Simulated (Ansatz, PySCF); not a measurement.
F₄Te, SMILES F[Te+](F)(F)F, charge +1, multiplicity 2. Atoms are numbered in the order given.

```xyz
5

Te     0.0000     0.0000    -0.0936
F      0.0000    -1.9016    -0.3893
F      0.0000     1.9016    -0.3893
F      1.4063     0.0000     1.1168
F     -1.4063     0.0000     1.1168
```
Charge +1, spin multiplicity 2.

Geometry optimised at PBE0-D3(BJ)/def2-SVP. The def2 effective core potentials stand for the cores of Te; spin–orbit coupling is left out.

Two levels are set side by side: PBE-D3(BJ)/def2-SVP (Ansatz, a first-principles code) and PBE0-D3(BJ)/def2-SVP (Ansatz). Each level has its own optimised geometry; the coordinates shown are those of the second. Frequencies come from the Hessian of PySCF at each geometry. Differences are taken from unrounded values.

| quantity | PBE0-D3(BJ) | PBE-D3(BJ) | PBE-D3(BJ) minus PBE0-D3(BJ) |
|---|---|---|---|
| mean bond length (Å) | 1.890 | 1.920 | 0.030 |
| bond Te1–F2 (Å) | 1.924 | 1.951 | 0.027 |
| bond Te1–F3 (Å) | 1.924 | 1.951 | 0.027 |
| bond Te1–F4 (Å) | 1.855 | 1.889 | 0.033 |
| bond Te1–F5 (Å) | 1.855 | 1.889 | 0.033 |
| highest harmonic wavenumber (cm⁻¹) | 740 | 684 | -56 |
| mean harmonic wavenumber (cm⁻¹) | 386 | 362 | -25 |
| zero-point energy (kcal/mol) | 4.97 | 4.65 | -0.32 |

Exact exchange shortens and stiffens bonds; PBE has none. Differences between two approximate levels are no errors against the true value.
